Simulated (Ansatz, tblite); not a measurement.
Cost and result up the ladder for AgI₂ (3 atoms). Charge 0, multiplicity 2. Geometry: PBE0-D4/def2-TZVP.

```xyz
3

Ag    0.000    0.000   -0.001
I    -2.085   -0.036    1.509
I     2.085    0.036   -1.509
```

Ansatz on 4 threads of Intel Xeon 6975P-C on a shared host; xTB runs through tblite on one thread. Times are rough, summed over both states, and most runs start from the orbitals of an earlier one. PBE-QIDH/def2-TZVP serves as the yardstick here, not as an exact answer. Differences are given only for rows in sets of like size (and for xTB, whose basis is part of the method), since another set adds its own error. The other state is a quartet at its own geometry, which has other bonds, so the gap mixes isomer and spin.

In the def2 sets Ag, I take a core potential, while STO-3G treats all electrons; there is no spin–orbit coupling. The xTB rows come from tblite. B3LYP takes the VWN-RPA correlation. Correlated methods freeze 8 core orbitals; core or outer-core shells of Ag, I are correlated, in sets that lack core-valence functions. The rows differ in basis, and correlated rows in double-zeta sets carry the largest basis error. In CCSD on the charge 0 doublet the largest single amplitude is 0.44, so its Hartree–Fock determinant may place the open shell otherwise than the density functionals do. The structure comes from a short search, and lower isomers may exist.

Run but left out: PBE-D4/def2-TZVP, BLYP-D4/def2-TZVP (doublet: an occupied level 0.01 to 0.05 eV above an empty one).

Correlated methods converge slowly with the basis, most of all in double-zeta sets (MP2 moves by 0.19 eV from def2-SVP to def2-TZVP here).

xTB has no spin-polarisation term.

| level | functions | quartet − doublet (eV) | difference from PBE-QIDH/def2-TZVP (eV) |
| --- | --- | --- | --- |
| ωB97M-V/def2-TZVP | 140 | 3.36 | -0.11 |
| HF/STO-3G | 81 | 6.04 | – |
| HF/def2-TZVP | 140 | 2.04 | -1.43 |
| PBE-QIDH/def2-TZVP | 140 | 3.47 | 0.00 |
| PBE0-D4/def2-TZVP | 140 | 3.77 | 0.30 |
| r2SCAN-D4/def2-TZVP | 140 | 4.09 | 0.61 |
| GFN2-xTB | 27 | 5.05 | 1.58 |
| CCSD(T)/def2-SVP | 83 | 3.28 | – |
| B3LYP-D4/def2-TZVP | 140 | 3.63 | 0.15 |
| GFN1-xTB | 27 | 5.23 | 1.76 |

(1) Estimate how long each takes.

Results:

(1) GFN1-xTB 0.014 s; GFN2-xTB 0.57 s; HF/def2-TZVP 7.8 s; HF/STO-3G 13 s; r2SCAN-D4/def2-TZVP 15 s; B3LYP-D4/def2-TZVP 16 s; PBE0-D4/def2-TZVP 18 s; CCSD(T)/def2-SVP 23 s; PBE-QIDH/def2-TZVP 59 s; ωB97M-V/def2-TZVP 72 s. On shared hardware such times vary by a factor of up to 3.
